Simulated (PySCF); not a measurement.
Species: ClH6NSi2.
SMILES with atom numbers: `[NH2:1][SiH2:2][SiH2:3][Cl:4]` (hydrogens: H5, H6 on N1; H7, H8 on Si2; H9, H10 on Si3)

Cartesian coordinates in Å at the PBE0-D3(BJ)/def2-SVP level; atoms count from 1:
```xyz
10
ClH6NSi2 angstrom
N      1.457    0.836    1.001
Si     2.341    1.825   -0.114
Si     4.576    1.314    0.368
Cl     4.667    1.301    2.459
H      0.443    0.832    0.993
H      1.812    0.786    1.951
H      1.984    1.448   -1.517
H      2.161    3.314   -0.003
H      4.986   -0.039   -0.108
H      5.565    2.317   -0.127
```

Computed, not measured: PBE0-D3(BJ)/def2-SVP geometry optimisation, gas phase in PySCF 2.14.0.

Take the most abundant isotopes and a rigid rotor. The values belong to one conformer with, in the numbering `[NH2:1][SiH2:2][SiH2:3][Cl:4]`, H–N1–Si2–Si3 -178° and 42°, N1–Si2–Si3–Cl4 -44°.

(1) Give the principal moments of inertia and the rotational constants in MHz.

(2) What kind of rotor is it?

(3) What does the inertial defect say?

(4) Where do the levels up to J = 2 lie, in K?

(5) Which types of transition are allowed, and where do some lines up to J = 2 fall?

(6) Estimate the classical rotational partition function at 25 K, 100 K and 200 K.

## Answers

(1) Ia = 97.94, Ib = 263.05, Ic = 333.30 u·Å²; 505379 MHz·u·Å²/I gives A = 5160, B = 1921, C = 1516 MHz.

(2) An asymmetric top. Ray's parameter κ = (2B − A − C)/(A − C) = -0.778; −1 is the prolate and +1 the oblate limit.

(3) Not planar: Δ = Ic − Ia − Ib = -27.69 u·Å². For a rigid frame Δ = −2 Σ m c², so Σ m c² = 13.84 u·Å² lies off the ab plane: 6.73 from hydrogen and 7.11 from heavier atoms. The atom farthest from that plane is 1.78 Å away.

(4) Above 0(0,0), as E/k:
J = 1: 1(0,1) 0.165, 1(1,1) 0.320, 1(1,0) 0.340
J = 2: 2(0,2) 0.493, 2(1,2) 0.631, 2(1,1) 0.689, 2(2,1) 1.156, 2(2,0) 1.157
The levels of one J sum to (2J + 1)J(J + 1)(A + B + C)/3.

(5) The dipole components are |μa| = 1.40 D, |μb| = 0.22 D, |μc| = 0.08 D. Intensities carry the squares of the components, which stand as 1.00 : 0.02 : 0.00 (a : b : c). Some lines, for components of 0.1 D or more:

```
type  branch         J(Ka,Kc)    MHz  lower level (cm⁻¹)
   a       Q  1(1,0) ← 1(1,1)    405               0.223
   a       Q  2(1,1) ← 2(1,2)   1215               0.439
   a       R  1(0,1) ← 0(0,0)   3438               0.000
   b       R  2(0,2) ← 1(1,1)   3601               0.223
   b       Q  1(1,0) ← 1(0,1)   3644               0.115
   b       Q  2(1,1) ← 2(0,2)   4084               0.343
   a       R  2(1,2) ← 1(1,1)   6470               0.223
   b       R  1(1,1) ← 0(0,0)   6676               0.000
   a       R  2(0,2) ← 1(0,1)   6839               0.115
   a       R  2(1,1) ← 1(1,0)   7280               0.236
   b       R  2(1,2) ← 1(0,1)   9709               0.115
   b       Q  2(2,0) ← 2(1,1)   9752               0.479
   b       Q  2(2,1) ← 2(1,2)  10931               0.439
   b       R  2(2,1) ← 1(1,0)  16997               0.236
   b       R  2(2,0) ← 1(1,1)  17437               0.223
```

(6) Point group C1, symmetry number σ = 1; q = (√π/σ)·√((kT/h)³/(ABC)), k/h = 20836.6 MHz/K: 5440 at 25 K, 43500 at 100 K, 123000 at 200 K.

PBE0-D3(BJ)/def2-SVP frequencies: not computed here. Zero-point vibration and centrifugal distortion are left out. A rigid rotor knows nothing of inversion at nitrogen, which can split or shift real lines. Quadrupole hyperfine structure (14N, 35Cl) is left out.
